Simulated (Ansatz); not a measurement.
Two isomers of C3H9AlSi: A = `CC1[CH2][AlH][SiH2]1`, B = `C=C(C)[SiH2][AlH2]`.

Calculated with Ansatz (gas phase, PBE0-D4/def2-TZVP geometries, no zero-point term in ΔE). CCSD(T)/CBS adds triple-zeta CCSD(T) − MP2 to the extrapolated MP2 energy (def2 sets, frozen cores). DFT in def2-TZVPP. B3LYP here is the variant with VWN-RPA as its local correlation; programs differ in this. One conformer a species, not always the lowest.

(1) Which is lower in electronic energy at CCSD(T)/CBS, and by how much? (Best estimate.)

(2) Give E(B) − E(A) in kJ/mol with HF/def2-TZVPP, B2PLYP, CCSD/def2-TZVPP, MP2/def2-TZVPP, CCSD(T)/def2-TZVPP, B3LYP-D4, PBE-D4. (An estimate is asked.)

Largest T1 diagnostic: 0.012.

## Answers

(1) The calculation gave: A, by 21.7 kJ/mol.

(2) Computed: HF/def2-TZVPP -14.5, B2PLYP 14.8, CCSD/def2-TZVPP 18.5, MP2/def2-TZVPP 32.7, CCSD(T)/def2-TZVPP 20.8, B3LYP-D4 9.5, PBE-D4 30.9. The order is the other way round with HF/def2-TZVPP.

From PBE to PBE0 (25 % exact exchange), in def2-TZVPP and without D4, E(B) − E(A) moves by +5.1 kJ/mol. In def2-TZVPP, CCSD(T) changes the Hartree–Fock value by +35.2 kJ/mol (the triples alone add +2.3 kJ/mol) and MP2 by +47.1 kJ/mol.
